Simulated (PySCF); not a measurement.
H2ZrS at several levels of theory

All levels use the PBE0 minimum (singlet; Zr–H 1.847 Å (×2), Zr–S 2.178 Å; H–Zr–H 109.9°, H–Zr–S 103.1° (×2)), basis [Zr def2-TZVP with ECP28, S def2-TZVP, H def2-TZVP], scalar-relativistic core potentials, density fitting, no spin–orbit coupling, PySCF. For vertical energies the ionised species is a doublet (spins chosen at PBE0 and kept) and the electron-attached one a doublet. Atomisation goes to high-spin ground-configuration atoms, without zero-point energy. Open shells are unrestricted, also as the reference of the correlated levels. A dash marks a value that was not computed or is not defined at that level.

Z-matrix (Å, degrees; charge 0 multiplicity 1):
```
Zr
S  1 2.1779
H  1 1.8470 2 103.14
H  1 1.8470 2 103.14 3 -114.37
```

| level | atomisation (kJ/mol) | vertical IP (eV) | vertical EA (eV) | −ε(HOMO) (eV) | gap (eV) | dipole (D) |
| --- | --- | --- | --- | --- | --- | --- |
| PBE0 | 1124 | 9.43 | 1.48 | 7.38 | 4.51 | 5.87 |
| HF | 718 | 8.05 | 1.36 | 9.61 | 8.88 | 7.04 |
| MP2 | 1105 | 9.74 | 1.32 | – | – | – |
| PBE | 1176 | 9.43 | 1.38 | 6.34 | 2.64 | 5.40 |
| B3LYP | 1120 | 9.49 | 1.49 | 7.15 | 3.94 | 5.74 |
| r2SCAN | 1170 | 9.46 | 1.51 | 6.53 | 3.12 | 5.82 |
| TPSSh | 1176 | 9.43 | 1.41 | 6.79 | 3.59 | 5.87 |
| r2SCAN0 | 1114 | 9.40 | 1.59 | 7.51 | 4.83 | 6.09 |
| M06-2X | 1079 | 9.46 | 1.59 | 8.41 | 6.13 | 5.94 |

Without diffuse functions attachment energies tend to come out too low.
